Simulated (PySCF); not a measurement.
Compound: 1,1,1-trifluoro-2,2,2-trichloroethane, C2Cl3F3.
Numbering: `[F:1][C:2]([F:3])([F:4])[C:5]([Cl:6])([Cl:7])[Cl:8]`

Torsions of this conformer, `[F:1][C:2]([F:3])([F:4])[C:5]([Cl:6])([Cl:7])[Cl:8]`: F1–C2–C5–Cl6 -60°.

The closed-shell ground state was solved at several levels (PySCF, density fitting, gas phase, non-relativistic). Isolated species at its PBE0-D3(BJ)/def2-SVP geometry, gas phase.

```
              level  basis functions  total energy (Eh)  HOMO (eV)  LUMO (eV)  gap (eV)  dipole (D)
      B3LYP/cc-pVTZ              252         -1756.5675      -8.91      -1.36      7.55        0.52
      LDA/def2-SVPD              190         -1748.6794      -7.99      -2.46      5.53        0.57
   PBE0/aug-cc-pVDZ              196         -1755.5852      -9.24      -1.25      7.99        0.52
  wB97X-D/def2-SVPD              190         -1755.5335     -11.21       0.54     11.75        0.55
     PBE0/def2-TZVP              266         -1755.7177      -9.20      -1.12      8.08        0.57
   wB97X-D/pcSseg-2              309         -1756.4404     -11.17       0.68     11.85        0.51
       PBE0/6-31+G*              156         -1755.4664      -9.31      -1.36      7.95        0.55
BHandHLYP/def2-SVPD              190         -1755.4869     -10.64      -0.19     10.45        0.70
```

Task: What might PBE0/def2-SVP (124 basis functions) give for the same quantities?

Result: Total energy -1754.7916 Eh, HOMO -9.08 eV, LUMO -0.50 eV, gap 8.58 eV, dipole 0.55 D.

Task: Over all these levels, which gives the widest orbital gap and which the narrowest?

Result: wB97X-D/pcSseg-2 (range-separated hybrid) has the widest, 11.85 eV, and LDA/def2-SVPD (LDA) the narrowest, 5.53 eV. Functional and basis both differ between the two, so the spread mixes both effects.

Task: How much does the basis alone move the frontier levels among the 4 PBE0 rows (the withheld one included)?

Result: The HOMO by 0.23 eV and the LUMO by 0.86 eV. By rising basis size (HOMO, LUMO in eV): def2-SVP -9.08, -0.50; 6-31+G* -9.31, -1.36; aug-cc-pVDZ -9.24, -1.25; def2-TZVP -9.20, -1.12.

Task: How far do the dipole and the HOMO energy spread over the levels?

Result: The dipole runs from 0.51 to 0.70 D (mean 0.56 D) and the HOMO from -11.21 to -7.99 eV.

The pairwise dispersion term of wB97X-D wasn't added to the energies; at a given geometry it leaves orbitals and properties as they are.
